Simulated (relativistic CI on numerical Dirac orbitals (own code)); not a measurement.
# Calculated levels, Ce XIX

Method of calculation: Dirac-Coulomb-Breit CI, separate exchange-only KLI orbitals for each configuration, a model potential for QED, unscaled Slater integrals (own radial code, finite nucleus).

Configurations in the expansion (outside the closed core [Ar] 3d10): 4s²4p⁶4d⁴, 4s²4p⁵4d⁵, 4s²4p⁶4d³4f, 4s4p⁶4d⁵, 4s²4p⁶4d³5s, 4s4p⁶4d⁴4f, 4s²4p⁶4d³5p, 4s²4p⁶4d²4f5s, 4s²4p⁶4d³5d, 4s²4p⁶4d²5s5p, 4s²4p⁶4d³6s, 4p⁶4d⁶, 4p⁵4d⁷, 4s²4p⁶4d²5s², 4s²4p⁶4d4f5s², 4s4p⁶4d²4f5s², 4s²4p⁶4d5s²5p. Double excitations out of closed p, d and f shells are left out; levels of such configurations are missing from the list, as are those of other unlisted configurations, and high levels can miss mixing partners.

The lowest level is 4s²4p⁶4d⁴ ⁵D0, with 58 % of that term; Hund's rules for 4s²4p⁶4d⁴ give ⁵D with J = 0, in agreement.

```
No.  Configuration  Term  J  E (cm⁻¹)   %  Next component (%)  jj configuration (%)
  1      4s²4p⁶4d⁴    ⁵D  0       0.0  58               38 ³P          4d3/2^4 (82)
  2      4s²4p⁶4d⁴    ⁵D  1   15724.7  82               18 ³P    4d3/2^3 4d5/2 (87)
  3      4s²4p⁶4d⁴    ⁵D  2   27962.2  89                4 ³P  4d3/2^2 4d5/2^2 (55)
  4      4s²4p⁶4d⁴    ⁵D  3   36652.1  81               10 ³F  4d3/2^2 4d5/2^2 (48)
  5      4s²4p⁶4d⁴    ⁵D  4   40934.6  54               27 ³F    4d3/2^3 4d5/2 (60)
  6      4s²4p⁶4d⁴    ³P  0   57459.8  42               40 ⁵D  4d3/2^2 4d5/2^2 (77)
  7      4s²4p⁶4d⁴    ³H  4   61663.5  52               25 ⁵D  4d3/2^2 4d5/2^2 (56)
  8      4s²4p⁶4d⁴    ³G  3   71704.0  63               20 ³F  4d3/2^2 4d5/2^2 (51)
  9      4s²4p⁶4d⁴    ³F  2   74299.0  61               18 ¹D  4d3/2^2 4d5/2^2 (55)
 10      4s²4p⁶4d⁴    ³H  5   76741.2  74               26 ³G  4d3/2^2 4d5/2^2 (99)
 11      4s²4p⁶4d⁴    ³P  1   78138.0  71               16 ³D  4d3/2^2 4d5/2^2 (71)
 12      4s²4p⁶4d⁴    ³H  6   83213.9  69               31 ¹I  4d3/2^2 4d5/2^2 (91)
 13      4s²4p⁶4d⁴    ³G  4   89908.7  66               21 ¹G  4d3/2^2 4d5/2^2 (83)
 14      4s²4p⁶4d⁴    ³D  2   92434.9  46               37 ³P  4d3/2^2 4d5/2^2 (82)
 15      4s²4p⁶4d⁴    ³D  3   95681.6  46               40 ³F  4d3/2^2 4d5/2^2 (68)
 16      4s²4p⁶4d⁴    ³F  4   97107.2  45               20 ³H    4d3/2 4d5/2^3 (54)
 17      4s²4p⁶4d⁴    ³F  3  105957.2  42               27 ³G    4d3/2 4d5/2^3 (79)
 18      4s²4p⁶4d⁴    ³P  2  112095.4  38               32 ¹D    4d3/2 4d5/2^3 (50)
 19      4s²4p⁶4d⁴    ³G  5  113247.9  74               26 ³H    4d3/2 4d5/2^3 (99)
 20      4s²4p⁶4d⁴    ³D  1  116242.7  81               14 ³P    4d3/2 4d5/2^3 (79)
 21      4s²4p⁶4d⁴    ¹I  6  118717.9  69               31 ³H    4d3/2 4d5/2^3 (91)
 22      4s²4p⁶4d⁴    ³F  4  130294.8  45               41 ¹G  4d3/2^2 4d5/2^2 (57)
 23      4s²4p⁶4d⁴    ¹S  0  131010.8  70               29 ³P    4d3/2 4d5/2^3 (82)
 24      4s²4p⁶4d⁴    ³P  2  133591.2  48               21 ³D  4d3/2^2 4d5/2^2 (59)
 25      4s²4p⁶4d⁴    ¹F  3  139598.3  58               22 ³D    4d3/2 4d5/2^3 (83)
 26      4s²4p⁶4d⁴    ³P  2  147031.6  54               32 ³F  4d3/2^2 4d5/2^2 (57)
 27      4s²4p⁶4d⁴    ³F  4  159633.6  57               31 ¹G          4d5/2^4 (63)
 28      4s²4p⁶4d⁴    ³F  3  165394.1  76               22 ¹F    4d3/2 4d5/2^3 (97)
 29      4s²4p⁶4d⁴    ³F  2  165776.8  45               35 ¹D          4d5/2^4 (47)
 30      4s²4p⁶4d⁴    ³P  1  167036.8  97                2 ³D    4d3/2 4d5/2^3 (93)
```

Energies count from the lowest computed level. Filled j subshells are mostly left out of the jj labels.

The mean weight of the leading LS term, summed over parents, in these 30 levels is 62 %, and that of the leading jj configuration (from the same eigenvectors) 72 %.

At this charge energies of transitions that change n are usually good to better than 1 %, and those within a shell (Δn = 0) to a few per cent. Terms inside the open d or f shell come out 10 to 20 % too wide with unscaled integrals.

LS names give the leading component of a level, which can be under half, so a name can repeat, a term be missing and a line seem to break the LS rules.
